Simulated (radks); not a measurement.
Values are calculated unless marked as measured or tabulated.
Spherical quantum dot in the effective-mass picture: electrons in a well V = -V0 / (1 + exp((r - R)/a)) with V0 = 47.8, R = 1.71, a = 0.067, all in effective atomic units (hartree* = m*/eps^2 hartree, bohr* = eps/m* bohr), one dielectric constant everywhere. Level of theory: non-relativistic Kohn-Sham, PBE, spin-polarised, spherical densities (a radial shooting solver with Libxc functionals). Levels are named by radial order and angular momentum (1s, 1p, 1d, 2s, ...), and open shells are averaged over m.

N = 10, configuration 1s2 1p6 1d(up 2, down 0). This is the lowest configuration that the search found. Occupied and some empty levels:

level,occupation,eigenvalue (hartree*),<r> (bohr*)
1s up,1,-38.322,0.9819
1s down,1,-38.242,0.9756
1p up,3,-37.001,1.096
1p down,3,-36.901,1.094
1d up,2,-35.112,1.173
1d down,0,-35.002,1.172
2s up,0,-33.347,0.8452
2s down,0,-33.303,0.8478
1f up,0,-32.739,1.231
1f down,0,-32.622,1.231
2p up,0,-30.240,0.9506
2p down,0,-30.185,0.9512

Energy (hartree*): total -407.774, kinetic 30.487, external -472.34, Hartree 41.529, exchange-correlation -7.4531.
